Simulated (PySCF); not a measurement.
C2H10O2Si2. Atoms are numbered in the order given.

```xyz
16

C     -0.1956     0.1894     1.9592
C      0.0309    -0.5165     0.6041
Si     1.2597     0.4440    -0.4622
O      2.7430     0.5990     0.3040
Si    -1.5633    -0.8489    -0.3497
O     -1.9627     0.4566    -1.3240
H      0.7569     0.3808     2.4792
H     -0.8346    -0.4045     2.6326
H     -0.6864     1.1686     1.8243
H      0.4849    -1.5129     0.7772
H      0.7914     1.8420    -0.6437
H      1.4069    -0.2415    -1.7815
H      3.2620    -0.2056     0.4164
H     -1.3887    -1.9864    -1.2894
H     -2.6614    -1.1537     0.6215
H     -2.1359     1.3002    -0.8907
```
Charge 0, spin multiplicity 1.

Geometry optimised at B3LYP-D3(BJ)/def2-SVP. This is a generated structure with no PubChem entry under its InChIKey; it may be hypothetical. The values are those of a single conformer.

The numbers are results of PySCF 2.14.0 with TDA-B3LYP/def2-SVPD, not measurements.

Vertical excitations. The molecule is in vacuum.

Computed UV-visible absorptions:
```json
[
 {"state": "S1", "energy (eV)": "6.36", "λ (nm)": "195", "f": "0.010", "main pairs": "HOMO→LUMO 97 %"},
 {"state": "S2", "energy (eV)": "6.54", "λ (nm)": "190", "f": "0.008", "main pairs": "HOMO→LUMO+1 96 %"},
 {"state": "S3", "energy (eV)": "7.10", "λ (nm)": "175", "f": "0.003", "main pairs": "HOMO−1→LUMO 89 %"},
 {"state": "S4", "energy (eV)": "7.26", "λ (nm)": "171", "f": "0.019", "main pairs": "HOMO−1→LUMO+1 72 %, HOMO→LUMO+2 16 %"},
 {"state": "S5", "energy (eV)": "7.34", "λ (nm)": "169", "f": "0.008", "main pairs": "HOMO→LUMO+2 78 %, HOMO−1→LUMO+1 15 %"},
 {"state": "S6", "energy (eV)": "7.41", "λ (nm)": "167", "f": "0.002", "main pairs": "HOMO−2→LUMO 82 %, HOMO−2→LUMO+1 13 %"},
 {"state": "T1", "energy (eV)": "6.15", "λ (nm)": "202", "f": "0", "main pairs": "HOMO→LUMO 93 %"},
 {"state": "T2", "energy (eV)": "6.35", "λ (nm)": "195", "f": "0", "main pairs": "HOMO→LUMO+1 87 %"}
]
```
Triplets are in the Tamm–Dancoff approximation.
